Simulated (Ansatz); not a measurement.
The molecule PtCl, multiplicity 4 (an upper state: multiplicity 2 came lower at PBE0/def2-TZVPP). No spin–orbit coupling.

Seven points along R, fitted to fifth degree in 1/R; most abundant isotopes. Runs in def2 and cc sets follow the lowest solution found near the PBE0 minimum.

The values were computed with Ansatz (Gaussian orbitals). Values without a source in brackets are computed. In def2 rows elements past Kr take small-core potentials, without spin–orbit coupling.

```tsv
level	r_e (Å)	ω_e (cm⁻¹)	α_e (cm⁻¹)	ω_e x_e (cm⁻¹)	dipole (D)
PBE/def2-TZVPP	2.243	320	0.00076	1.7	0.25
PBE0/def2-TZVPP	2.227	336	0.00062	0.86	0.40
wB97X-V/def2-TZVPP	2.271	353	0.00050	1.2	1.35
```

Ansatz is a program for electronic structure.
